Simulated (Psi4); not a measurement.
Cl3Sn (SMILES [Cl][Sn]([Cl])[Cl]), doublet, geometry from GFN2-xTB (such geometries of metal compounds can be far from the true shape) (the spin is typed, not shown lowest) (core potentials on Sn). Base run: CAM-B3LYP/def2-SVP (Psi4).

Input for Psi4:
```
memory 2 GB

molecule {
0 2
Sn    0.08011881    0.38952516    0.24394853
Cl    2.10920530   -0.59452107   -0.61815509
Cl   -0.99467821   -1.32262552    1.56383984
Cl   -1.35017066    0.77148434   -1.66318043
}

set {
  basis def2-svp
  reference uks
}

energy('cam-b3lyp')
print_variables()
```

Variants of this job, named by their change:

```csv
change,ΔE vs base (mEh),SCF cycles,grid points,basis functions,outcome
base,0.000,9,84416,80,converged
diis_max_vecs = 15,0.000,9,84416,80,converged
scf_initial_accelerator = ediis,0.000,9,84416,80,converged
guess = huckel,0.000,10,84416,80,converged
e_convergence = 1e-4,0.000,9,84416,80,converged
guess = sadno,0.000,11,84416,80,converged
dft_pruning_scheme = treutler,0.000,9,55550,80,converged
dft_basis_tolerance = 1e-8,0.000,9,82067,80,converged
dft_radial_scheme = multiexp,-0.005,9,90198,80,converged
dft_radial_points = 50,0.206,9,57244,80,converged
scf_type = dfdirj+link,-,-,-,-,input refused
scf_type = pk,0.005,9,84416,80,converged
dft_radial_points = 99,0.001,9,111366,80,converged
```

Open shells are given as the SCF converged; they aren't shown to be the lowest states, and a large step between rows can be another state.

- scf_type = dfdirj+link: ended with `psi4.driver.p4util.exceptions.ValidationError: SCF: SCF_TYPE (DFDIRJ+LINK) not supported for range-separated functionals, plese use SCF_TYPE = 'DF' to automatically select the correct JK build.`
